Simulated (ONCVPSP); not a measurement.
## Before and after: ONCV potential for manganese (Mn)

ONCVPSP 4.0.1 input, shortened (lines: element, Z, core and valence counts, functional; n l f; lmax; l rc ep ncon nbas qcut; lloc lpopt rc5 dvloc0; l nproj debl; icmod fcfact rcfact), LDA (Perdew-Wang 92), scalar-relativistic:

```
  Mn 25.00    3    4  -001012      upf
    1    0    2.00
    2    0    2.00
    2    1    6.00
    3    0    2.00
    3    1    6.00
    3    2    5.00
    4    0    1.00
    2
    0    1.45    0.00    4    7   11.00
    1    0.95    0.00    5    8    8.70
    2    1.50    0.00    3    7    8.30
    4    5    0.75   -1.00
    0    2    2.70
    1    2    2.10
    2    3    1.70
    2    0.50    1.20
```

In the p channel the program set the typed energies aside and used -2.308, 0.250 Ha.

Change: s: ncon 3, nbas 6.

Cutoffs: the cutoffs (Ha) at which the residual kinetic energy of the hardest occupied pseudo-wave falls to 1 and 0.1 mHa per electron; they do not see the model core or the augmentation charge, which bear on the density cutoff. Errors are all-electron minus pseudo energies relative to the spin-unpolarised reference configuration.

Task: How do hardness, ghosts and transferability respond?

Result: The potential gets neither clearly harder nor softer (88 Ha and 194 Ha → 88 Ha and 194 Ha); the errors of the 4 common tests hardly move; neither file shows a bound ghost.

```csv
quantity,base,changed
"cutoff, loose",88 Ha,88 Ha
"cutoff, tight",194 Ha,194 Ha
loose cutoff by channel,"s 34 Ha, p 88 Ha, d 32 Ha","s 29 Ha, p 88 Ha, d 32 Ha"
bound ghosts,none,none
GHOST(+) flags under 300 eV,none,none
"error for 3s2 3p6 3d5 4s2, meV [ΔE -8.65 eV]",+2.0,+1.9
"error for 3s2 3p6 3d5 4s0, meV [ΔE 15.87 eV]",+0.9,+0.8
"error for 3s2 3p6 3d4 4s0, meV [ΔE 48.69 eV]",+54,+54
"error for 3s2 3p6 3d5 4s1 4p1, meV [ΔE -4.72 eV]",+0.7,+0.7
s: phases at 1.47 bohr within 0.05 rad from the reference energy up to (Ha; the scan ends near 5),to the end of the scan,to the end of the scan
p: phases at 0.97 bohr within 0.05 rad from the reference energy up to (Ha; the scan ends near 5),to the end of the scan,to the end of the scan
d: phases at 1.52 bohr within 0.05 rad from the reference energy up to (Ha; the scan ends near 5),to the end of the scan,to the end of the scan
"rms error of d²Exc/dni dnj with the model core, mHa",0.83,0.91
```
